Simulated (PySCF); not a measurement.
I$_{3}$Zr, charge +1, singlet, at a GFN2-xTB geometry (such geometries of metal compounds can be far from the true shape) (the multiplicity is a formal guess) (core potentials on I, Zr); DF-HF/def2-SVP (PySCF).

Here is a job for PySCF.
```python
from pyscf import gto, scf

mol = gto.M(
    atom='''
Zr   -0.39336319    0.40525880    0.89381686
I    -1.84730484   -1.56262782   -0.41912409
I     0.06718708    2.11587631   -1.24441120
I     2.07699564   -0.85910419    0.98895652
''',
    basis='def2-svp',
    ecp={'I': 'def2-svp', 'Zr': 'def2-svp'},
    charge=1,
    verbose=5,
)

mf = scf.RHF(mol)
mf = mf.density_fit(auxbasis='def2-universal-jkfit')
mf.kernel()
```

### Question
What does PySCF print? Leave out banner, timings and long lists.

### Answer

```
PySCF version 2.14.0

[INPUT] verbose = 5
[INPUT] max_memory = 4000
[INPUT] num. atoms = 4
[INPUT] num. electrons = 86
[INPUT] charge = 1
[INPUT] spin (= nelec alpha-beta = 2S) = 0
[INPUT] symmetry False subgroup None
[INPUT] Mole.unit = angstrom
[INPUT] Symbol           X                Y                Z      unit          X                Y                Z       unit  Magmom
[...]
[INPUT] ---------------- BASIS SET ----------------
[INPUT] l, kappa, [nprim/nctr], expnt,             c_1 c_2 ...
[INPUT] I
[...]
                                23.336842412      -0.14989397324
                                19.583446104      0.36436474913
                                8.5112089186      -0.75538138199
                                2.1996161861      0.82816359356
                                1.0668970454      0.4216104811
[...]
                                1.7625986449      0.35271525193
[...]
                                10.558754576      -0.3837037278
                                1.5015895485      0.83554174719
                                0.64597173095     0.16787259488
[...]
                                15.616239482      -0.0050768108881
                                4.5266002139      0.29151065356
                                2.0529808766      0.51145783605
                                0.87640281623     0.31232025297
[...]
[INPUT] Zr
[...]
                                4.28727           -0.95241333244
                                1.464137          -0.13703926411
[...]
                                2.119901          0.45883133891
                                0.78845821105     0.58853912475
                                0.36332579847     0.35822232244
[...]
                                1.3615557498      0.1969242352
                                0.56937550689     0.42057831659
                                0.22674948677     0.42757027999
[...]
nuclear repulsion = 406.180502258666
number of shells = 41
number of NR pGTOs = 240
number of NR cGTOs = 109
basis = def2-svp
ecp = {'I': 'def2-svp', 'Zr': 'def2-svp'}

******** <class 'pyscf.df.df_jk.DFRHF'> ********
method = DFRHF
initial guess = minao
damping factor = 0
level_shift factor = 0
DIIS = <class 'pyscf.scf.diis.CDIIS'>
diis_start_cycle = 1
diis_space = 8
diis_damp = 0
SCF conv_tol = 1e-09
SCF conv_tol_grad = None
SCF max_cycles = 50
direct_scf = False
Set gradient conv threshold to 3.16228e-05
Initial guess from minao.
[...]
  1.00182718e+00  1.00182718e+00  1.06909325e+00  1.30243017e+00
  1.90018724e+01  1.90018724e+01  1.90357820e+01  1.90838655e+01
  1.90838655e+01  1.90969886e+01  1.91423480e+01  1.92628277e+01
  1.92628277e+01  3.31864592e+01  5.64386861e+01  5.64386861e+01
  5.65087930e+01]
E1 = -2427.485233596706  E2 = 1084.9300774934106  Ecoul = 1153.56718553786  Exc = -68.6371080444494
cycle= 14 E= -936.374653844629  delta_E= -9.67e-10  |g|= 7.54e-06  |ddm|= 0.000119
[...]
  mo_energy =
[-7.90381901e+00 -7.90381900e+00 -7.90381831e+00 -5.75585338e+00
 -5.75585338e+00 -5.75585194e+00 -5.75053094e+00 -5.75053094e+00
 -5.75052964e+00 -5.74971838e+00 -5.74971693e+00 -5.74971693e+00
 -2.88040521e+00 -2.45059994e+00 -2.45059994e+00 -2.45052262e+00
 -2.44846762e+00 -2.44844681e+00 -2.44844681e+00 -2.44760855e+00
 -2.44760855e+00 -2.44758755e+00 -2.44221045e+00 -2.44219710e+00
 -2.44219710e+00 -2.44217482e+00 -2.44217482e+00 -2.44216214e+00
 -1.85113224e+00 -1.84626424e+00 -1.84626424e+00 -1.05416769e+00
 -1.04436653e+00 -1.04436653e+00 -6.10235643e-01 -5.97046377e-01
 -5.97046376e-01 -5.65863768e-01 -5.65863767e-01 -5.65735698e-01
 -5.27992221e-01 -5.27992220e-01 -5.15032940e-01 -2.18525299e-01
 -2.00788227e-01 -2.00788227e-01 -1.80178447e-01 -1.80178447e-01
 -1.58136180e-01 -4.59282531e-02 -4.59282529e-02 -3.01733139e-02
 -2.09851258e-02  7.86404537e-02  7.86404539e-02  1.32283442e-01
  1.49818957e-01  1.49818958e-01  1.64178279e-01  2.19507721e-01
  2.19507722e-01  3.41362045e-01  3.61667585e-01  3.61667586e-01
  3.87783359e-01  4.01463984e-01  4.01463984e-01  4.12864719e-01
  4.12864719e-01  4.25122119e-01  4.31365105e-01  4.31365105e-01
  4.39125281e-01  4.48706183e-01  4.58593365e-01  4.58593366e-01
  4.78024469e-01  4.78024469e-01  4.81947964e-01  5.24669863e-01
  5.38499778e-01  5.38499778e-01  6.32373434e-01  6.44818176e-01
  6.44818176e-01  7.56220043e-01  7.88333229e-01  7.88333230e-01
  8.32281308e-01  8.99096210e-01  8.99096211e-01  9.03097502e-01
  1.00182758e+00  1.00182758e+00  1.06909368e+00  1.30243019e+00
  1.90018738e+01  1.90018738e+01  1.90357834e+01  1.90838669e+01
  1.90838669e+01  1.90969900e+01  1.91423493e+01  1.92628291e+01
  1.92628291e+01  3.31864590e+01  5.64386877e+01  5.64386877e+01
  5.65087946e+01]
E1 = -2427.485200687327  E2 = 1084.9300445839408  Ecoul = 1153.567150753202  Exc = -68.63710616926119
Extra cycle  E= -936.37465384472  delta_E= -9.07e-11  |g|= 4.37e-06  |ddm|= 2.18e-05
converged SCF energy = -936.37465384472
```
